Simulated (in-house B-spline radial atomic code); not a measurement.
Ba⁵⁺. Computed with a B-spline radial atomic code. Model: all-electron spherical atom, spin shells full or empty, radial basis limit, no spin-orbit coupling, Breit or QED, empty-state partial waves extrapolated as (l+1/2)^-4, RPA, G0W0 and static COHSEX of the highest shell as one setting changes (uncorrelated shells keep exact exchange).

Empty levels are discrete states of a finite basis, so the steps are uneven.

Given: element Ba; charge 5; filled core Kr; hamiltonian one-electron scalar X2C; mean-field start Hartree-Fock; highest l of empty states 9; nuclear rms radius 4.8378 fm; lowest nl shells left uncorrelated 7; highest mean-field shell 5p up; box radius 10.43 bohr.

Shell: 4d 5 5, 5s 1 1, 5p 3 0 (electrons up and down).

```tsv
highest empty level kept (hartree)	RPA correlation energy (hartree)	G0W0 level (eV)	G0W0 minus most complete (meV)	COHSEX level (eV)	linearised minus solved G0W0 (meV)
12	-0.81463	-74.411	215.2	-75.706	-0.1
24	-0.98462	-74.521	105.3	-75.975	-0.1
42	-1.0949	-74.573	54	-76.118	-0.1
72	-1.1597	-74.6	26.9	-76.203	-0.1
120	-1.1989	-74.617	10	-76.259	-0.1
216	?	?	?	?	?
360	?	?	?	?	?
720	-1.2167	-74.626	0.4	-76.291	-0.1
1440	-1.2172	-74.626	0.1	-76.292	-0.1
3000	-1.2174	-74.627	0	-76.292	-0.1
7200	-1.2174	-74.627	0	-76.292	-0.1
24000	-1.2174	-74.627	0	-76.292	-0.1
```

Q: What follows for highest empty level kept = 360?

A: RPA correlation energy -1.2151 hartree; G0W0 level -74.625 eV; G0W0 minus most complete 1.4 meV; COHSEX level -76.287 eV; linearised minus solved G0W0 -0.1 meV.

Q: What follows for highest empty level kept = 216?

A: RPA correlation energy -1.2117 hartree; G0W0 level -74.623 eV; G0W0 minus most complete 3.3 meV; COHSEX level -76.28 eV; linearised minus solved G0W0 -0.1 meV.
